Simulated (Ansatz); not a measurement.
The same path of CH₄SSi₂ (8 atoms, charge 0, multiplicity 1) was run twice with different band settings. The coordinate that changes most is the dihedral H5–S1–Si2–Si4.

The calculation used RKS PBE/def2-SVP (Ansatz).

Relaxed end points:

```xyz
8
Properties=species:S:1:pos:R:3
S -2.125 -0.058 1.360
Si -0.826 0.121 -0.355
C 0.915 0.748 -0.236
Si 1.136 -0.912 -0.753
H -1.106 -0.306 2.230
H -1.797 0.475 -1.449
H 1.409 1.685 0.071
H 2.393 -1.753 -0.868
```

```xyz
8
Properties=species:S:1:pos:R:3
S -1.377 -0.115 1.948
Si -0.608 0.046 -0.069
C 1.080 0.759 -0.334
Si 1.283 -0.908 -0.828
H -2.682 -0.113 1.551
H -1.802 0.301 -0.952
H 1.574 1.727 -0.153
H 2.532 -1.698 -1.163
```

Common settings: movable images 9; climbing image yes; optimiser quadratic models (default); start path through a guess of the saddle point; force threshold 0.05 eV/Å; end points relaxed.

| run | spring | iteration limit |
| --- | --- | --- |
| 1 | 5.0 eV/Å² | 42 |
| 2 | 20.0 eV/Å² | 50 |

What does each run give, and how far can it be trusted?

Run 1: converged after 13 iterations, highest image 0.195 eV above the first end. A vibrational analysis at the climbing image gives one clearly imaginary mode, 236i cm⁻¹: a first-order saddle point.
Run 2: converged after 15 iterations, highest image 0.195 eV above the first end. Another band between the same ends (9 images) ends at a top of the same energy, where a vibrational analysis finds 1 clearly imaginary mode.
